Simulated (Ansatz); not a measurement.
One change: `[F][Sn]([F])([F])[SeH]` becomes `N#[C][Sn]([F])([F])[F]`.

Ansatz, PBE0-D4/def2-TZVP geometries, multiplicity 1. Each molecule was computed in one conformer, which needn't be the lowest.

Elements past krypton have def2 core potentials. Scalar relativity is left out up to krypton.

```json
{"property": "HOMO–LUMO gap (B3LYP/def2-TZVPP) / eV", "`[F][Sn]([F])([F])[SeH]`": "4.97"}
{"property": "ideal-gas entropy at 298 K and 1 bar (rigid rotor, harmonic PBE0-D4/def2-TZVP) / J/(mol·K)", "`[F][Sn]([F])([F])[SeH]`": "395"}
{"property": "HOMO–LUMO gap (ωB97M-V/def2-TZVPP) / eV", "`[F][Sn]([F])([F])[SeH]`": "9.77"}
{"property": "HOMO–LUMO gap (PBE/def2-TZVPP) / eV", "`[F][Sn]([F])([F])[SeH]`": "3.40"}
{"property": "HOMO energy (B3LYP/def2-TZVPP) / eV", "`[F][Sn]([F])([F])[SeH]`": "-8.29"}
{"property": "size of the dipole moment (B3LYP/def2-TZVPP) / D", "`[F][Sn]([F])([F])[SeH]`": "3.73"}
```

Q: Give the same properties after the change, and the shifts. (An estimate is asked.)

A: The calculation gave: 
| property | `N#[C][Sn]([F])([F])[F]` | shift |
| --- | --- | --- |
| HOMO–LUMO gap (B3LYP/def2-TZVPP) / eV | 7.56 | 2.59 |
| ideal-gas entropy at 298 K and 1 bar (rigid rotor, harmonic PBE0-D4/def2-TZVP) / J/(mol·K) | 364 | -31 |
| HOMO–LUMO gap (ωB97M-V/def2-TZVPP) / eV | 12.78 | 3.01 |
| HOMO–LUMO gap (PBE/def2-TZVPP) / eV | 5.52 | 2.12 |
| HOMO energy (B3LYP/def2-TZVPP) / eV | -11.04 | -2.75 |
| size of the dipole moment (B3LYP/def2-TZVPP) / D | 0.39 | -3.34 |

With PBE0 the HOMO falls by 2.78 eV and the LUMO falls by 0.09 eV, so the gap widens by about 2.69 eV. PBE moves the HOMO by -2.32 eV and ωB97M-V by -2.95 eV. Dipoles are sizes alone; their direction can turn. Modes under 60 cm⁻¹, often nearly free rotors, make the harmonic entropy too high.

B3LYP here is the variant with VWN-RPA as its local correlation; programs differ in this.

Spin–orbit coupling is left out; it splits and shifts lone-pair levels of the heavy atoms by tenths of an eV.
